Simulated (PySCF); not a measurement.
Positional isomers: butadiene chloro+silyl. Gas-phase values, no solvent. One relaxed conformer stands for each flexible species; it need not be the lowest. Strings in code marks are SMILES.

The four lowest singlet excitations (Tamm–Dancoff). The numbers are results of PBE-D3(BJ)/def2-TZVP // CAM-B3LYP-D3(BJ)/def2-TZVP in PySCF, not measurements. Excitations are Tamm–Dancoff values on a coarser integration grid. The basis has no diffuse functions, so Rydberg states are missing or too high.

```csv
state,energy (eV),wavelength (nm),oscillator strength
S1,5.27,235,1.158
S2,5.33,233,0.000
S3,5.81,214,0.069
S4,5.85,212,0.002
```

### Question
Which member gives these states?
A) `C=C(Cl)/C=C\[SiH3]` (Cl–C–C–C torsion 0°)
B) `[SiH3]/C=C/C=C/Cl` (C–C–C–C torsion 180°)
C) `C=C([SiH3])C(=C)Cl` (Si–C–C–Cl torsion 45°)
D) `[SiH3]/C=C\C=C/Cl` (C–C–C–C torsion 180°)

### Answer
B, `[SiH3]/C=C/C=C/Cl` (C–C–C–C torsion 180°)
